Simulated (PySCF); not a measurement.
Can point charges reproduce the dipole moment of `C[C@@H](CC#N)[SiH2]Cl`?

Coordinates (GFN2-xTB, Å) and charges (e) from the PBE0/pcSseg-1 density (PySCF):

```json
{"atom": "C1", "x": "0.433", "y": "1.014", "z": "-1.176", "Mulliken": "-0.2388", "IAO": "-0.4206", "Hirshfeld": "-0.1168", "ESP-fitted": "-0.4359"}
{"atom": "C2", "x": "-0.138", "y": "-0.261", "z": "-0.560", "Mulliken": "-0.5870", "IAO": "-0.3668", "Hirshfeld": "-0.0997", "ESP-fitted": "+0.1538"}
{"atom": "C3", "x": "0.955", "y": "-0.996", "z": "0.238", "Mulliken": "-0.1676", "IAO": "-0.2956", "Hirshfeld": "-0.0453", "ESP-fitted": "-0.4644"}
{"atom": "C4", "x": "1.405", "y": "-0.214", "z": "1.359", "Mulliken": "+0.0380", "IAO": "+0.1344", "Hirshfeld": "+0.0885", "ESP-fitted": "+0.4528"}
{"atom": "N5", "x": "1.753", "y": "0.424", "z": "2.242", "Mulliken": "-0.2426", "IAO": "-0.2492", "Hirshfeld": "-0.2244", "ESP-fitted": "-0.4937"}
{"atom": "Si6", "x": "-1.687", "y": "0.105", "z": "0.508", "Mulliken": "+0.7045", "IAO": "+0.7890", "Hirshfeld": "+0.3462", "ESP-fitted": "+0.2088"}
{"atom": "Cl7", "x": "-2.316", "y": "-1.643", "z": "1.293", "Mulliken": "-0.3198", "IAO": "-0.3123", "Hirshfeld": "-0.1128", "ESP-fitted": "-0.1715"}
{"atom": "H8", "x": "1.273", "y": "0.787", "z": "-1.832", "Mulliken": "+0.1250", "IAO": "+0.1444", "Hirshfeld": "+0.0460", "ESP-fitted": "+0.1233"}
{"atom": "H9", "x": "0.782", "y": "1.691", "z": "-0.399", "Mulliken": "+0.1390", "IAO": "+0.1492", "Hirshfeld": "+0.0409", "ESP-fitted": "+0.1393"}
{"atom": "H10", "x": "-0.325", "y": "1.529", "z": "-1.762", "Mulliken": "+0.1276", "IAO": "+0.1464", "Hirshfeld": "+0.0459", "ESP-fitted": "+0.1202"}
{"atom": "H11", "x": "-0.428", "y": "-0.930", "z": "-1.379", "Mulliken": "+0.1627", "IAO": "+0.1506", "Hirshfeld": "+0.0450", "ESP-fitted": "+0.0537"}
{"atom": "H12", "x": "0.574", "y": "-1.950", "z": "0.616", "Mulliken": "+0.1815", "IAO": "+0.1815", "Hirshfeld": "+0.0567", "ESP-fitted": "+0.1581"}
{"atom": "H13", "x": "1.820", "y": "-1.201", "z": "-0.402", "Mulliken": "+0.1713", "IAO": "+0.1760", "Hirshfeld": "+0.0667", "ESP-fitted": "+0.1867"}
{"atom": "H14", "x": "-2.737", "y": "0.632", "z": "-0.361", "Mulliken": "-0.0645", "IAO": "-0.1192", "Hirshfeld": "-0.0714", "ESP-fitted": "-0.0367"}
{"atom": "H15", "x": "-1.367", "y": "1.024", "z": "1.593", "Mulliken": "-0.0294", "IAO": "-0.1076", "Hirshfeld": "-0.0657", "ESP-fitted": "+0.0054"}
```

Compute μ = Σ q r for each scheme (1 e·Å = 4.803 D) and compare with the dipole of the full density.

The full density gives (-0.62, -0.58, -3.78) D, 3.87 D in size; dipole vectors point from the negative to the positive end.

| scheme | μx | μy | μz | size (D) | share of the full size (%) | angle to the full dipole (°) |
| --- | --- | --- | --- | --- | --- | --- |
| Mulliken | -1.02 | 1.51 | -3.33 | 3.79 | 98 | 33 |
| IAO | -0.88 | 0.60 | -3.01 | 3.19 | 82 | 21 |
| Hirshfeld | -0.85 | -0.52 | -2.33 | 2.53 | 65 | 11 |
| ESP-fitted | -0.53 | -0.51 | -3.91 | 3.98 | 103 | 2 |

Which set comes closest?

Length of the difference vector: ESP-fitted 0.18 D, IAO 1.43 D, Hirshfeld 1.47 D, Mulliken 2.18 D. Closest: ESP-fitted. ESP charges are fitted to the potential around the molecule, whose slowest-falling term is the dipole's. 

What is left for the Hirshfeld atoms' own dipoles?

The shares of the density sum to the whole, so what Σ q r misses lies in dipoles about the nuclei. The atomic dipoles sum to (-0.62, -0.58, -3.78) − (-0.85, -0.52, -2.33) = (0.23, -0.06, -1.45) D, 1.47 D in size.

With the origin at the mean of the coordinates, (0.000, 0.001, -0.001) Å, which are the largest single terms, by size, of the Hirshfeld dipole along the direction of the full one?

N5 +2.73, C4 -0.65, C1 -0.52, H15 +0.47, Si6 -0.40 D; all 15 atoms together +2.49 D. The single terms depend on the origin, their sum doesn't.

Give the size of the full dipole in other units.

3.87 D = 1.524 au = 0.806 e·Å = 12.92 × 10⁻³⁰ C·m.

Geometry: GFN2-xTB, one conformer, isolated molecule.

These values come from a run that also computed NMR shieldings. Rough CPU time on one thread of a shared machine: about 60 s.

Shape of the structure used: `[CH3:1][C@@H:2]([CH2:3][C:4]#[N:5])[SiH2:6][Cl:7]`: C1–C2–C3–C4 64°, C1–C2–Si6–Cl7 -179°.
